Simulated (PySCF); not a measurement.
## How methods differ on the ionisation energy of Fe(2+)

Fe(2+) [Ar] 3d6 [3d3/2^4 3d5/2^2, M_J = 4] → Fe(3+) [Ar] 3d5 [3d3/2^4 3d5/2^1, M_J = 5/2], as a difference of total energies. Computed with PySCF 2.14 in x2c-TZVPPall-2c (6s7p4d2f1g, 70 functions), with the two-component X2C-1e Hamiltonian. Correlated levels: [Ne] frozen; the 6 highest virtual spinors dropped. "Screened" scales the spin-orbit matrix elements by Boettger's factors to mimic the two-electron term; Breit and QED terms are absent.

Order these methods by the ionisation energy they give, lowest first.
A. GMP2 (spin-free)
B. GHF (screened spin-orbit)
C. GHF (spin-free)
D. GMP2 (screened spin-orbit)

C (28.223 eV), B (28.273 eV), A (30.407 eV), D (30.458 eV).

Errors of the correlated levels include the incompleteness of this basis and the frozen core.

The labels give the starting determinants; with spin-orbit coupling the two ends relaxed to ⟨J²⟩ = 20.01, ⟨L²⟩ = 6.01, ⟨S²⟩ = 6.00 and ⟨J²⟩ = 8.75, ⟨L²⟩ = 0.00, ⟨S²⟩ = 8.75.

For comparison: 30.651 ± 0.012 eV (measured; NIST Atomic Spectra Database, ionization energies).
